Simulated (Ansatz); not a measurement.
Reaction (formal exchange of groups at a C–Si bond): `C=C[SiH2]Cl` + `C=CF` → `C=CC(=C)F` + `[SiH3]Cl`

Calculated with Ansatz (gas phase, PBE0-D4/def2-TZVP geometries, no zero-point term in ΔE). CCSD(T)/CBS is the MP2 limit (def2-TZVPP, def2-QZVPP) plus CCSD(T) − MP2 in def2-TZVPP, frozen cores. This one scheme is used for every species. One conformer a species, not always the lowest.

```
             level  ΔE (kJ/mol)
   CCSD/def2-TZVPP          5.1
CCSD(T)/def2-TZVPP          3.9
```

What does CCSD(T)/CBS give? (Estimate.)

The calculation gave: +6.0 kJ/mol. The listed levels differ from it by -0.9, -2.1 kJ/mol.

Largest T1 diagnostic among the species: 0.012.

At CCSD(T), def2-SVP lies −13.9 kJ/mol from the extrapolated value and def2-TZVPP −2.1 kJ/mol. Leaving LDA and LC-ωPBE aside and taking each functional with its dispersion term where it has one, the values, not all of them listed here, spread over 10.4 kJ/mol, from B97M-V to ωB97M-V. LDA lies −9.2 kJ/mol from PBE without D4.
